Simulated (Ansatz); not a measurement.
Ligand exchange: NaCl + B(OH)F2 → NaOH + BClF2

Species: NaCl, singlet; B(OH)F2 (difluorohydroxyborane), singlet; NaOH `[OH][Na]`, singlet; BClF2 (chlorodifluoroborane) `FB(F)Cl`, singlet. The partners trade Cl for OH: Na–Cl and B–OH bonds give way to Na–OH and B–Cl.

Shapes, held fixed at every level: PBE0-D4/def2-TZVP. Programs: Ansatz 0.2.0. The zero-point and thermal change to 298 K, harmonic and unscaled (PBE0-D4/def2-TZVP), is -6.5 kJ/mol.

```
                level                   kind  ΔH(298 K) (kJ/mol)  less CCSD(T)/def2-TZVPP
     SPW92/def2-TZVPP                    LDA              +194.0                     -6.5
 r2SCAN-D4/def2-TZVPP               meta-GGA              +200.8                     +0.3
   PBE0-D4/def2-TZVPP          global hybrid              +203.6                     +3.1
r2SCAN0-D4/def2-TZVPP          global hybrid              +211.0                    +10.5
     CCSD(T)/def2-SVP  coupled cluster or CI              +209.4                     +8.9
      CCSD/def2-TZVPP  coupled cluster or CI              +205.7                     +5.2
   CCSD(T)/def2-TZVPP  coupled cluster or CI              +200.5                      0.0
```

The highest level, CCSD(T)/def2-TZVPP, gives ΔH(298 K) = +200.5 kJ/mol; the levels span +194.0 to +211.0. The column of differences is taken from that level and isn't an error. No measured value is set beside it here. Outer-core shells of Na are correlated, in sets that cover them unevenly.
